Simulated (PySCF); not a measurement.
**Partial charges of sulfur hexafluoride**

Compound: sulfur hexafluoride, SF6.
Structure used (GFN2-xTB), in Å, numbered top down from 1:
```
atom  x, y, z in Å
F1    -0.3886   -1.1075   -0.9474
S2     0.0006    0.0007    0.1246
F3     1.5402   -0.2235   -0.2042
F4     0.0788   -1.1178    1.2529
F5    -0.0777    1.1195   -1.0030
F6     0.3895    1.1095    1.1967
F7    -1.5395    0.2241    0.4530
```

Density: PBE0/pcSseg-1 (PySCF); schemes: Mulliken, IAO, Hirshfeld and ESP-fitted. Geometry: GFN2-xTB; no solvent, vibrations or thermal averaging.

Atoms with like bonding are taken together and averaged. For which atoms does the sign change between the 4 schemes (beyond +0.03 e in one, beyond −0.03 e in another)?

For none.

Which atoms carry the lowest charge in the Mulliken, IAO, Hirshfeld and ESP-fitted schemes?

All schemes agree: Mulliken F1 (×6) (-0.297); IAO F1 (×6) (-0.425); Hirshfeld F1 (×6) (-0.110); ESP-fitted F1 (×6) (-0.100).

What partial charge does each atom carry?

In e; atoms taken as equivalent share a row and are averaged (×n: the atom named and its like, n in all):

```tsv
atom	environment	Mulliken	IAO	Hirshfeld	ESP-fitted
F1 (×6)	sulfur-bound fluorine	-0.297	-0.425	-0.110	-0.100
S2	sulfur bonded to 6 F	+1.783	+2.550	+0.659	+0.601
```

Mean size of the charges over all atoms: IAO 0.729 e, Mulliken 0.509 e, Hirshfeld 0.188 e, ESP-fitted 0.172 e. Each set sums to the total charge, 0, to within 0.001 e. The Hirshfeld scheme weights the molecular density at each point by an atom's share of the summed free-atom densities.

Sum the charges by element, for elements with more than one atom.

```
element  atoms  Mulliken     IAO  Hirshfeld  ESP-fitted
      F      6    -1.783  -2.550     -0.659      -0.601
```

How many electrons does the ESP-fitted scheme count on F7?

Its own charge is -0.100 e, so Z − q = 9.100.
